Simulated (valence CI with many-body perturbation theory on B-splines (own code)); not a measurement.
# Re62+: fill in the table

Method: configuration interaction combined with many-body perturbation theory (CI+MBPT): three valence electrons over a frozen Dirac-Fock core [Ne], radial functions for each j: 11 s, 11 p, 10 d, 8 f, 5 g, 2 h, with the one-electron correlation potential Σ1, the two-electron term Σ2, the three-electron term Σ3, Breit, model QED; selected CI, second order for the rest, scaled by the run's own slope (own B-spline code, finite nucleus).

No measured spectrum was set against this ion. As an estimate, large intervals hold to a few tenths of a per cent, small ones and those within an open d or f shell to about a per cent.

| Level | E (eV) |
| --- | --- |
| (3s^2 3p1/2) J=1/2 | 0.00 |
| (3s 3p1/2^2) J=1/2 | 171.21 |
| (3s^2 3p3/2) J=3/2 | ? |
| (3s 3p1/2 3p3/2) J=3/2 [a] | ? |
| (3s 3p1/2 3p3/2) J=5/2 | ? |
| (3s 3p1/2 3p3/2) J=3/2 [b] | 567.66 |
| (3s 3p1/2 3p3/2) J=1/2 | 578.00 |
| (3s^2 3d3/2) J=3/2 | 625.67 |
| (3s^2 3d5/2) J=5/2 | 703.97 |
| (3p1/2^2 3p3/2) J=3/2 | 735.06 |
| (3s 3p1/2 3d3/2) J=3/2 [a] | 748.46 |
| (3s 3p1/2 3d3/2) J=5/2 | 760.66 |
| (3s 3p1/2 3d3/2) J=1/2 | ? |
| (3s 3p1/2 3d3/2) J=3/2 [b] | 794.75 |
| (3s 3p1/2 3d5/2) J=5/2 [a] | 848.14 |
| (3s 3p1/2 3d5/2) J=7/2 | ? |
| (3s 3p1/2 3d5/2) J=5/2 [b] | ? |
| (3s 3p1/2 3d5/2) J=3/2 | 877.97 |
| (3s 3p3/2^2) J=5/2 | 927.62 |
| (3p1/2^2 3d3/2) J=3/2 | 951.90 |

Levels are named by their leading jj configuration (3d3/2^4 stands for four electrons in 3d with j = 3/2), which in mixed levels can hold well under half, so a name can repeat and another be missing. Letters in brackets count levels of one name in rising energy.

(1) The levels stand in rising order. What does the calculation give for the missing energies?

## Answers

(1) (3s^2 3p3/2) J=3/2 387.62; (3s 3p1/2 3p3/2) J=3/2 [a] 527.85; (3s 3p1/2 3p3/2) J=5/2 546.40; (3s 3p1/2 3d3/2) J=1/2 787.69; (3s 3p1/2 3d5/2) J=7/2 862.70; (3s 3p1/2 3d5/2) J=5/2 [b] 873.11.
